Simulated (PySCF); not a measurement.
Correlation energy of Sn (tin, neutral)

[Kr] 4d10 5s2 5p2, high-spin 3P determinant. Computed with PySCF 2.14 in def2-SVP with the def2 core potential (28 electrons), with scalar relativity through the core potential. Frozen: 4s2 4p6 4d10; 4 electrons correlated.

MP2 pair energies summed by pair of shells (mhartree):

```tsv
pair	energy	share (%)
5s-5p	-20.07	58.6
5s-5s	-11.03	32.2
5p-5p	-3.16	9.2
```

Total MP2 correlation energy: -34.26 mhartree.

Same-spin part -5.80 and opposite-spin part -28.46 mhartree; SCS-MP2 scales them by 1/3 and 6/5 to -36.09 mhartree.

| level | correlation energy (mhartree) |
| --- | --- |
| CCSD | -48.14 |
| (T) | -0.59 |
| CCSD(T) | -48.73 |

Diagnostics: T1 = 0.0078, D1 = 0.0214, largest double amplitude 0.094.

Task: Is a single reference adequate?

Result: Mostly. T1 lies below 0.03, but a double amplitude of this size points to a near-degeneracy that CCSD handles and MP2 describes poorly.
